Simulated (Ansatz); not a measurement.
`O=[CH][GeH2][SiH3]`, relaxed with RKS PBE0-D4/def2-TZVP in Ansatz from a PBE-D4/def2-SVP geometry. The force threshold is 0.005 eV/Å; the program also tests the step.

Charge 0, multiplicity 1.

Start:

```xyz
10

O    -0.630    2.608    0.417
C     0.158    1.785    0.829
Ge    0.841    0.279   -0.344
Si   -0.768   -1.497   -0.311
H     0.528    1.809    1.903
H     2.218   -0.218    0.183
H     0.997    0.843   -1.780
H    -2.096   -0.966   -0.774
H    -0.339   -2.621   -1.214
H    -0.910   -2.022    1.092
```

| step | energy (eV) | largest force (eV/Å) | largest move (Å) |
| --- | --- | --- | --- |
| 1 | -67564.3524 | 0.882 | 0.000 |
| 2 | -67564.3838 | 0.161 | 0.032 |
| 3 | -67564.3853 | 0.096 | 0.024 |
| 4 (rejected) | -67564.3788 | 0.314 | 0.028 |
| 5 | -67564.3860 | 0.034 | 0.014 |
| 6 | -67564.3862 | 0.016 | 0.018 |
| 7 (rejected) | -67564.3861 | 0.207 | 0.084 |
| 8 | -67564.3865 | 0.053 | 0.042 |
| 9 (rejected) | -67564.3864 | 0.047 | 0.028 |
| 10 | -67564.3866 | 0.021 | 0.013 |
| 11 | -67564.3867 | 0.032 | 0.037 |
| 12 (rejected) | -67564.3865 | 0.148 | 0.039 |
| 13 | -67564.3869 | 0.035 | 0.020 |
| 14 | -67564.3870 | 0.006 | 0.010 |
| 15 | -67564.3870 | 0.002 | 0.009 |
| 16 | -67564.3871 | 0.007 | 0.021 |
| 17 | -67564.3871 | 0.014 | 0.005 |
| 18 (rejected) | -67564.3871 | 0.020 | 0.004 |
| 19 | -67564.3871 | 0.004 | 0.002 |

End:

```xyz
10

O    -0.473    2.697    0.438
C     0.170    1.764    0.830
Ge    0.807    0.293   -0.379
Si   -0.764   -1.497   -0.302
H     0.421    1.674    1.914
H     2.179   -0.184    0.136
H     0.947    0.867   -1.796
H    -2.077   -1.027   -0.813
H    -0.289   -2.634   -1.132
H    -0.921   -1.954    1.103
```

Run time 54 s (4 threads of an Arm Neoverse V2 on a shared host); peak host memory 0.5 GiB.
